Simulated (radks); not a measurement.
Numerical settings for neutral chlorine, [Ne] 3s2 3p5. Method: Dirac Kohn-Sham, PBEsol, spin-unpolarised, spherical densities, finite nucleus; open shells fill j = l - 1/2 first; Fermi nuclear charge, rms radius 3.3654 fm; computed with a radial shooting solver on a logarithmic mesh with Libxc functionals. The defaults (mesh step 0.008 in ln r, mesh end at 40 bohr or more with all orbitals vanishing there, Anderson mixing 0.5 over 9 steps, residual threshold near 1e-9 with the energy settled to 1e-9 hartree or 1e-11 of itself, here a cap of 71 iterations) give E = -460.7433 hartree and 3p3/2 at -8.514 eV in 13 iterations. Run on one thread of a shared host, so times are rough (Arm Neoverse N1): 0.08 s of CPU time, 0.08 s wall, 13 iterations on 2309 mesh points. Changes against that run (0 stands for a change within the tolerance of the run):

| setting | iterations | converged | E (mhartree) | e(3p3/2) (meV) | CPU (s) |
|---|---|---|---|---|---|
| mesh step in ln r 0.02 | 13 | yes | 0 | 0 | 0.04 |
| mesh step in ln r 0.005 | 13 | yes | 0 | 0 | 0.13 |
| mesh step in ln r 0.12 | 71 | no | -2.24e+06 | - | 0.21 |
| mesh end (bohr) 3 | 13 | level above zero | +928 | +1.16e+04 | 0.06 |
| mesh end (bohr) 400 | 13 | yes | 0 | 0 | 0.09 |
| residual threshold 0.1 | 9 | yes | 0 | -0.00963 | 0.07 |
| residual threshold 0.01 | 9 | yes | 0 | -0.00963 | 0.07 |
| mixing 0.05 | 18 | yes | 0 | 0 | 0.11 |
| linear mixing, mixing 0.2 | 71 | no | 0 | 0 | 0.31 |
| linear mixing, mixing 1 | 71 | no | +0.000211 | -5.83 | 0.38 |
| mixing history 20 | 18 | yes | 0 | 0 | 0.11 |
| iteration cap 8 | 8 | no | 0 | -0.00963 | 0.05 |

Settled on a wrong energy, with an occupied level pushed above zero by the early mesh end: mesh end (bohr) 3 (+0.928 hartree). Apart from these: no run marked as converged misses the energy by more than 1 mhartree. A mesh that ends early acts as a hard wall.
